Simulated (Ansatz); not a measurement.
Input file for `CC[O][In]([F])[F]`:

```yaml
crystal:
  periodic: [false, false, false]
  atoms:
    - {symbol: C, position_ang: [-0.117290, -1.206939, 0.587265]}
    - {symbol: C, position_ang: [1.079859, -0.345511, 0.257537]}
    - {symbol: O, position_ang: [0.786794, 1.040089, 0.241833]}
    - {symbol: In, position_ang: [-0.743464, 1.725542, -0.765526]}
    - {symbol: F, position_ang: [-1.793342, 0.657235, -1.996186]}
    - {symbol: F, position_ang: [-1.310384, 3.562408, -0.651776]}
    - {symbol: H, position_ang: [0.162922, -2.262023, 0.643120]}
    - {symbol: H, position_ang: [-0.888682, -1.121124, -0.188593]}
    - {symbol: H, position_ang: [-0.546424, -0.917752, 1.549931]}
    - {symbol: H, position_ang: [1.854266, -0.473286, 1.022336]}
    - {symbol: H, position_ang: [1.515745, -0.658641, -0.699942]}
basis:
  gaussian: {orbitals: def2-TZVPP}
correlation: {method: ccsd_t}
output: {orbitals: {seedname: orbitals}}
```

```sh
$ ansatz run in.yaml --threads 2 --pin off --events-out ev --progress --plain --max-ram 32768MiB --backend cuda --devices 0, --max-vram 18GiB
```

The program prints (abridged):

```
Functional definition: HF
1863 factors; integrals over basis functions are off by at most 1.0e-3 eV
mean field evaluation 1: about -14737.2715 eV, gradient 5.7e1 eV
mean field evaluation 2: about -14737.4279 eV, gradient 5.7e1 eV
mean field evaluation 4: about -14743.2710 eV, gradient 3.9e0 eV
mean field evaluation 8: about -14743.3384 eV, gradient 4.5e-1 eV
mean field evaluation 16: about -14743.3389 eV, gradient 6.8e-7 eV
mean field -14743.33893253 eV, -541.8077123765 hartree, gradient 6.8e-7 eV, S^2 0.000000; 0 other end points of the search recorded, 0 dependent functions left out
9 core orbitals not correlated: weight in the atoms' cores, before any rotation towards them, 1.000 or more for the frozen orbitals, at most 0.000 for the correlated occupied ones
reference -14743.33893253 eV, -541.8077123765 hartree; 23, 23 occupied and 243, 243 virtual orbitals, 1863 factors
second order -37.29655150 eV of doubles, -0.00000000 eV of singles
cycle   1  -36.53974485 eV  change    7.6e-1 eV  update   1.6e-1
cycle   2  -37.40631099 eV  change   -8.7e-1 eV  update   5.3e-2
cycle   3  -37.64329610 eV  change   -2.4e-1 eV  update   3.0e-2
cycle   4  -37.62897498 eV  change    1.4e-2 eV  update   9.4e-3
cycle   5  -37.61867193 eV  change    1.0e-2 eV  update   4.2e-3
cycle   6  -37.62122630 eV  change   -2.6e-3 eV  update   1.6e-3
cycle   7  -37.62122668 eV  change   -3.8e-7 eV  update   6.3e-4
cycle   8  -37.62082035 eV  change    4.1e-4 eV  update   2.5e-4
cycle   9  -37.62093972 eV  change   -1.2e-4 eV  update   1.2e-4
cycle  10  -37.62104506 eV  change   -1.1e-4 eV  update   4.3e-5
cycle  11  -37.62098033 eV  change    6.5e-5 eV  update   2.0e-5
cycle  12  -37.62100126 eV  change   -2.1e-5 eV  update   9.3e-6
perturbative correction -1.30126186 eV, -0.0478204912 hartree
Total energy: -14782.26119565 eV, -543.2380791637 hartree
```

It took 16 s on 2 threads of an AMD EPYC 7R13 on a shared host and a share of an NVIDIA H100 80 GB, with 1.2 GiB of host memory at the peak.

Correlation energy per correlated electron: -0.846 eV. T1 diagnostic: 0.0168.
